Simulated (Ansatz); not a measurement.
Worked example: the enthalpy of CHBrF2 + C3H7Cl → CHClF2 + C3H7Br

Species: CHBrF2 (bromodifluoromethane) `FC(F)Br`, singlet; C3H7Cl (2-chloropropane) `CC(C)Cl`, singlet; CHClF2 `FC(F)Cl`, singlet; C3H7Br (2-bromopropane) `CC(C)Br`, singlet. The partners trade Br for Cl; both sit on C, so the bond types are kept.

Shapes, held fixed at every level: PBE0-D4/def2-TZVP. Programs: Ansatz 0.2.0. The zero-point and thermal terms to 298 K, harmonic and unscaled (PBE0-D4/def2-TZVP), stand in the table.

At PBE0-D4/def2-TZVPP; 1 Eh = 2625.50 kJ/mol:

```
species   energy (Eh)  H(298 K) − E (kJ/mol)  tabulated ΔfH (kJ/mol)
 CHBrF2  -2812.118746                   73.0                  -424.2
 C3H7Cl   -578.507521                  265.0                  -144.9
 CHClF2   -698.326393                   74.2                  -482.8
 C3H7Br  -2692.303221                  264.0                   -99.4
```

Problem. Work out the reaction enthalpy at 298 K from the calculation and from the table of heats.

Solution. 
1. Electronic: (-698.326393) + (-2692.303221) − [(-2812.118746) + (-578.507521)] = -0.003347 Eh = -8.8 kJ/mol.
2. Zero-point and thermal: (74.2) + (264.0) − [(73.0) + (265.0)] = +0.2 kJ/mol.
3. Computed ΔH = -8.6 kJ/mol.
4. From the heats of formation (Active Thermochemical Tables, CRC Handbook of Chemistry and Physics): (-482.8) + (-99.4) − [(-424.2) + (-144.9)] = -13.1 kJ/mol.
5. Computed less tabulated: +4.5 kJ/mol. Tabulated heats carry uncertainties of their own.

Relativity is left out for Br unless named.
